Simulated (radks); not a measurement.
Coulomb parameter of the 4d shell of neutral silver in the model configuration [Kr] 4d8.5 5s1 5p1.5, as a second difference U = [E(n + 0.5) + E(n - 0.5) - 2 E(n)] / (0.5)^2 with all orbitals relaxed. "Bare": the charge of the atom changes with n. "Screened": the 5p shell takes up the change at fixed total charge, which measures U(4d,4d) + U(5p,5p) - 2 U(4d,5p). Calculated with a radial shooting solver on a logarithmic mesh with Libxc functionals: Dirac Kohn-Sham, LDA (Slater exchange, Perdew-Wang correlation), spin-unpolarised, spherical densities, point nucleus; open shells are shared between the two j in proportion to 2j + 1.

case	configuration	E - E(n) (eV)
start	[Kr] 4d8.5 5s1 5p1.5	0.000
bare +0.5	[Kr] 4d9 5s1 5p1.5	-6.254
bare -0.5	[Kr] 4d8 5s1 5p1.5	8.946
screened +0.5	[Kr] 4d9 5s1 5p1	-5.653
screened -0.5	[Kr] 4d8 5s1 5p2	6.582

U(bare) = 10.767 eV, U(screened by 5p) = 3.716 eV, against the Slater integral F0(4d,4d) = 18.734 eV with frozen orbitals. The step up makes a negative ion, whose loosely bound charge lowers the bare value.
